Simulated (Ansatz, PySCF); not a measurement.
C$_{3}$H$_{10}$ClNSi (SMILES CCN(C)[SiH2]Cl), singlet, at a GFN2-xTB geometry, with bond 16-6 at 1.8 times its length. Base run: PySCF with CASSCF(4,3)/STO-3G.

The PySCF input:
```python
from pyscf import gto, scf, mcscf
import numpy

mol = gto.Mole()
mol.atom = '''
    Si    1.032488   -0.162283    0.599026
    Cl    1.311342   -1.514353   -0.865202
    N    -0.218706    0.894793    0.091298
    C    -0.442933    2.124387    0.814427
    C    -1.359396    0.454611   -0.685558
    C    -2.482317   -0.152433    0.153987
    H     2.234592    0.654905    0.736234
    H     0.780279   -0.934590    1.823103
    H     0.497334    2.477933    1.229847
    H    -0.834034    2.884566    0.134304
    H    -1.152593    1.999864    1.638513
    H    -1.744105    1.315082   -1.245048
    H    -1.011869   -0.288503   -1.405532
    H    -3.290682   -0.481725   -0.493591
    H    -2.107903   -1.009016    0.709858
    H    -3.197855    1.156081    1.421503
'''
mol.basis = 'sto-3g'
mol.charge = 0
mol.spin = 0
mol.verbose = 3
mol.build()

mf = scf.RHF(mol)
mf.kernel()
mc = mcscf.CASSCF(mf, 3, 4)
mc.fix_spin_(ss=0.0)
mc.kernel()
occ = numpy.linalg.eigvalsh(mc.fcisolver.make_rdm1(mc.ci, mc.ncas, mc.nelecas))[::-1]
ss = mc.fcisolver.spin_square(mc.ci, mc.ncas, mc.nelecas)[0]
print('natural occupations', occ.round(4), ' <S^2>', round(ss, 4))
```

Programs used: Ansatz (an electronic-structure program), PySCF; a row that names a program was run with it.

Variants of this job, named by their change:

| change | ΔE vs base (kcal/mol) | natural occupations | <S^2> of the state | outcome |
|---|---|---|---|---|
| base | 0.000 | 2.00 1.72 0.28 | 0.00 | converged |
| code = ansatz | 0.018 | - | - | converged |
| solver = newton | - | - | - | not converged |
| correction = SC-NEVPT2 | -145.7 | 2.00 1.72 0.28 | 0.00 | converged |
| active space = 2 electrons, 2 orbitals | 0.148 | 1.72 0.28 | 0.00 | converged |
| conv_tol = 1e-5 | 0.146 | 2.00 1.72 0.28 | 0.00 | converged |
| fix_spin_ = off | 0.000 | 2.00 1.72 0.28 | 0.00 | converged |
| orbitals = fixed (CASCI) | 8.10 | 2.00 1.75 0.25 | 0.00 | converged |
| active space = 8 electrons, 8 orbitals | -29.08 | 1.99 1.98 1.97 1.72 0.28 0.02 0.02 0.02 | 0.00 | converged |
| active space = 8 electrons, 7 orbitals | - | - | - | not converged |
| code = ansatz; correction = SC-NEVPT2, all electrons | -145.8 | - | - | converged |

Active orbitals are taken around the Fermi level unless the row says otherwise; CASSCF can end in different local minima, and two programs can end on different orbitals. State-averaged rows give the lowest state.
